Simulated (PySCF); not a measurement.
Computed structure and properties of Pr(NH2)3

System: Pr(NH2)3 (singlet in the valence; each metal's 4f electrons, 2 of them, lie in its core potential, out of spins and levels; a saddle point, relaxed within its symmetry); start: displaced along the imaginary mode (Cs). Method: PySCF 2.14.0, RKS PBE0, Pr lcecp-1-SVP with ECP48, N def2-SVP, H def2-SVP; non-relativistic Hamiltonian with scalar-relativistic core potentials where named; density fitting; no spin-orbit coupling.

Input of the relaxation:

```python
mol = gto.M(atom='''
Pr    -0.00000    -0.00000     0.00000
N      2.29785    -0.00001     0.00815
H      2.93858     0.24770     0.80378
H      2.91668    -0.24773    -0.80532
N     -1.14892     1.99001     0.00775
H     -1.25488     2.66883     0.80329
H     -1.67272     2.40199    -0.80586
N     -1.14894    -1.99000    -0.01590
H     -1.45288    -2.51627     0.80662
H     -1.47477    -2.55451    -0.80251''',
    basis={'Pr': 'lcecp-1-SVP', 'N': 'def2-SVP', 'H': 'def2-SVP'},
    ecp={'Pr': 'lcecp-1-SVP'},
    charge=0, spin=0)
mf = dft.RKS(mol, xc='PBE0')
mf.grids.atom_grid = (50, 194)  # f atoms: unpruned, at least (60, 302)
mf = mf.density_fit()  # fitting sets: Pr AutoAux, N def2-universal-JKFIT, H def2-universal-JKFIT
mf.conv_tol = 1e-08; mf.max_cycle = 55
mf.kernel(dm0)  # dm0: converged density of the start geometry
# quasi-Newton relaxation in Cartesian coordinates to a largest gradient under 0.00045 Eh/bohr, steps kept in the point group
```

Run from Python with OMP_NUM_THREADS=2; the lines above give its settings. Where DIIS fails, smearing, a level shift and second-order steps follow.
It took 2.7 min on 2 threads of Arm Neoverse V1, with other jobs on the host, from the converged density of the start.

Course of the relaxation:

| step | energy above end (eV) | largest force component within the symmetry (eV/Å) |
| --- | --- | --- |
| 0 | 0.7547 | 1.119 |
| 1 | 0.6022 | 0.173 |
| 2 | 0.4645 | 0.667 |
| 3 | 0.4401 | 1.496 |
| 4 | 0.3197 | 1.161 |
| 5 | 0.2682 | 0.463 |
| 6 | 0.2194 | 0.335 |
| 7 | 0.1651 | 0.264 |
| 29 | 0.0014 | 0.060 |
| 30 | 0.0007 | 0.053 |
| 31 | 0.0004 | 0.049 |
| 32 | 0.0001 | 0.029 |
| 33 | 0.0000 | 0.011 |
| 34 | 0.0000 | 0.013 |
(The steps between are left out.)

Relaxed geometry (Cs):

```xyz
10

Pr   -0.0212   -0.0366    0.5667
N     2.2014    0.0092    0.1501
H     2.8197    0.8200    0.0927
H     2.7644   -0.7817   -0.1675
N    -1.0928    1.9110    0.1497
H    -0.6997    2.8520    0.0923
H    -2.0591    2.0032   -0.1680
N    -1.1097   -1.9221   -0.0960
H    -1.5406   -2.6683    0.4512
H    -1.2625   -2.1868   -1.0711
```

| contact | Å |
| --- | --- |
| Pr1–N2 (NH2) | 2.262 |
| Pr1–N5 (NH2) | 2.262 |
| Pr1–N8 (NH2) | 2.276 |

On the finer grid (75, 302):

```json
{"HOMO": "-5.74 eV", "LUMO": "-1.20 eV", "Dipole about the centre of mass": "1.91 D", "Set of Mulliken populations of Pr1 outside the core potential": "s 2.18, p 6.27, d 1.52, f 0.08", "D3(BJ) dispersion energy (not in the energies)": "-0.148 eV"}
```

```
atom  Mulliken (e)  Löwdin (e)  spin (e)
 Pr1          0.95        0.64      0.00
  N2         -0.55       -0.33      0.00
  H3          0.12        0.06      0.00
  H4          0.12        0.07      0.00
  N5         -0.55       -0.33      0.00
  H6          0.12        0.06      0.00
  H7          0.12        0.07      0.00
  N8         -0.56       -0.36      0.00
  H9          0.11        0.06      0.00
 H10          0.12        0.06      0.00
```

The 4f levels lie in the core potential and are missing. Their spin isn't counted.

On the grid (50, 194), as all that follows. Harmonic modes: 1 unstable, so a saddle point once the symmetry is let go (counted below −25 cm⁻¹); lowest -283 cm⁻¹ (negative: unstable), highest 3611 cm⁻¹, zero-point energy 1.916 eV.

Taking off one NH2 (charge -1, singlet; the rest: singlet) in vacuum, both parts rigid, costs 10.11 eV; the small basis without counterpoise inflates it. Most of it is the attraction of opposite charges; other ways to part are cheaper, and one spin state was tried for the rest.

Rigid scan of NH2 along the line from its metal:

distance to N2 (Å), energy (eV) and a bar:
```
     1.96      0.915 #######
     2.06      0.356 ###
     2.16      0.079 #
     2.26      0.000 
     2.36      0.060 
     2.46      0.216 ##
     2.66      0.691 ######
     2.96      1.552 #############
     3.36      2.645 #####################
     3.86      3.703 ##############################
```

One start shape was tried, so this needn't be the lowest isomer.

An lcecp potential fixes the number of 4f electrons, so in runs with it no electron can move into or out of that shell.
